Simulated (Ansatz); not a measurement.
Results of the Gaussian-basis code of Ansatz.

Basis-set series for `CB1[SiH2]S1`. Charge 0, multiplicity 1. The geometry is a stationary point of PBE0-D4/def2-TZVP.

```json
{"functional": "PBE0-D4", "basis": "def2-SVP", "functions": "89", "energy (Eh)": "-753.07052", "HOMO (eV)": "-7.00", "LUMO (eV)": "-1.20"}
{"functional": "PBE0-D4", "basis": "def2-QZVPP", "functions": "404", "energy (Eh)": "-753.40374", "HOMO (eV)": "-7.00", "LUMO (eV)": "-1.39"}
{"functional": "ωB97M-V", "basis": "def2-SVP", "functions": "89", "energy (Eh)": "-753.32211", "HOMO (eV)": "-8.99", "LUMO (eV)": "0.91"}
{"functional": "ωB97M-V", "basis": "def2-QZVPP", "functions": "404", "energy (Eh)": "-753.65725", "HOMO (eV)": "-9.03", "LUMO (eV)": "0.63"}
```

Q: Give the rows for def2-TZVPP. (An estimate is asked.)

A: The calculation gave: 
```csv
functional,basis,functions,energy (Eh),HOMO (eV),LUMO (eV)
PBE0-D4,def2-TZVPP,216,-753.37856,-6.99,-1.34
ωB97M-V,def2-TZVPP,216,-753.63364,-9.01,0.70
```

Positive LUMOs are unbound and depend on the basis.
